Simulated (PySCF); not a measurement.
Start geometry of `B/C=C(/C)CC` from GFN2-xTB (Å):
```
atom  x, y, z in Å
B1     2.2181   -0.7514    0.7247
C2     0.8261   -1.2366    0.2434
C3    -0.1695   -0.5293   -0.3573
C4    -1.4128   -1.1534   -0.7576
C5    -0.0713    0.9429   -0.6209
C6    -0.5092    1.7468    0.6227
H7     2.6236    0.3249    0.4218
H8     2.8722   -1.4134    1.3932
H9     0.6021   -2.2764    0.4339
H10   -1.5448   -1.1363   -1.8307
H11   -2.2935   -0.5974   -0.3336
H12   -1.5098   -2.1873   -0.4137
H13    0.9247    1.2401   -0.8733
H14   -0.7339    1.2121   -1.4428
H15   -0.4897    2.7986    0.4173
H16   -1.5164    1.4830    0.9301
H17    0.1676    1.5450    1.4531
```

Problem. What comes out of this run: PySCF, PBE0-D3(BJ)/def2-SVP geometry optimisation, gas phase?

Solution. 
```
atom  x, y, z in Å
B1     2.3516   -0.5242    0.6496
C2     0.9937   -1.0671    0.2016
C3     0.0002   -0.3546   -0.4006
C4    -1.2980   -0.9945   -0.7813
C5     0.0945    1.1159   -0.7025
C6    -0.5736    1.9743    0.3719
H7     2.6933    0.6175    0.4333
H8     3.1267   -1.2404    1.2437
H9     0.7614   -2.1237    0.3885
H10   -1.4205   -0.9706   -1.8779
H11   -2.1523   -0.4339   -0.3668
H12   -1.3633   -2.0376   -0.4444
H13    1.1476    1.4115   -0.7963
H14   -0.3889    1.3096   -1.6753
H15   -0.5409    3.0390    0.0963
H16   -1.6300    1.7027    0.5219
H17   -0.0574    1.8556    1.3363
```

The energy falls by 0.205 eV over 10 energy and gradient evaluations, the largest force component goes from 0.0379 to 1.8e-04 Eh/bohr, and the atoms move by 0.159 Å rms after alignment. The bond that changes most is B1–H8 (three-coordinate boron to B–H hydrogen), which lengthens by 0.065 Å. Bonds longer at the end by more than 0.005 Å: 11 of 16; shorter: 3. Among the angles that change most is B1–C2–H9, from 115.6° to 118.7°. Among the dihedrals that turn most is C4–C3–C5–H14, from -25° to -39°. Rotational constants go from 3924, 3109, 1966 to 4072, 2949, 1922 MHz. The orientation of the end geometry is arbitrary; only internal coordinates are fixed.

The run used 139 basis functions and 65 SCF cycles in all. Time: 1.9 min of wall time; peak memory 0.61 GiB. Hardware: Arm Neoverse N1, one thread, shared host.

Stationary, but not proved a minimum. The numbers are those of one conformer.
